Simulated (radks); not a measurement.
Spherical quantum dot in the effective-mass picture: electrons in a well V = -V0 / (1 + exp((r - R)/a)) with V0 = 5.16, R = 9.55, a = 0.83, all in effective atomic units (hartree* = m*/eps^2 hartree, bohr* = eps/m* bohr), one dielectric constant everywhere. Method: non-relativistic Kohn-Sham, PBEsol, spin-polarised, spherical densities; computed with a radial shooting solver with Libxc functionals. Levels are named by radial order and angular momentum (1s, 1p, 1d, 2s, ...), and open shells are averaged over m. Results are scaled to m* = 0.283 and eps = 16.9, for which hartree* = 26.96 meV and bohr* = 3.16 nm.

N = 7, configuration 1s2 1p(up 3, down 2). This is the lowest configuration that the search found. Occupied levels:

level,occupation,eigenvalue (meV),<r> (nm)
1s up,1,-108.25,16.35
1s down,1,-108.01,16.29
1p up,3,-107.02,17.34
1p down,2,-106.77,17.32

Energy (meV): total -853.530, kinetic 21.257, external -957.29, Hartree 111.25, exchange-correlation -28.739.

Electron density:

r (nm),n(r) (e/nm^3)
0.700,0.00002754
3.34,0.00003678
5.98,0.00005989
8.62,0.00009804
11.3,0.0001465
13.9,0.0001881
16.5,0.0001928
19.2,0.0001425
21.8,0.00006476
24.5,0.00001515
27.1,1.570e-06
29.7,6.192e-08
32.4,9.912e-10
